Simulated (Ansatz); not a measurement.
A run for Ansatz (a program for electronic structure): U-wB97X-V/def2-TZVPP on O2 (SMILES O=O).

Ansatz 0.2 input:
```yaml
crystal:
  periodic: [false, false, false]
  atoms:
    - {symbol: O, position_ang: [0.00000000, -0.00000000, 0.60215214]}
    - {symbol: O, position_ang: [-0.00000000, 0.00000000, -0.60215214]}
basis:
  gaussian:
    orbitals: def2-TZVPP
hamiltonian:
  xc: {name: wB97X-V}
magnetization: {spin_polarized: true, initial_magnetization: 2}
```

Output:

```
WARN ansatz: RAYON_NUM_THREADS=1 ignored (pool sized by the plan → 1); use --threads N
Functional definition: wB97X-V
integrals: 0.01 GiB planned
302 factors; their error is unknown
integrals: 0.04 GiB planned
54 factors; integrals over basis functions are off by at most 1.1e-4 eV
mean field: 0.18 GiB planned
mean field evaluation 1: about -4090.4771 eV, gradient 1.2e1 eV
mean field evaluation 2: about -4090.8752 eV, gradient 3.7e0 eV
mean field evaluation 4: about -4090.9055 eV, gradient 1.2e-1 eV
mean field evaluation 8: about -4090.9186 eV, gradient 1.4e-2 eV
mean field -4090.91855388 eV, -150.3384839308 hartree, gradient 2.4e-5 eV, S^2 2.008808; 0 other end points of the search recorded, 0 dependent functions left out
reference -4090.91855334 eV, -150.3384839112 hartree; 9, 7 occupied and 53, 55 virtual orbitals, 302 factors
Total energy: -4090.91855334 eV, -150.3384839112 hartree
```

The run converged.

Cost: roughly 0.8 core-seconds.
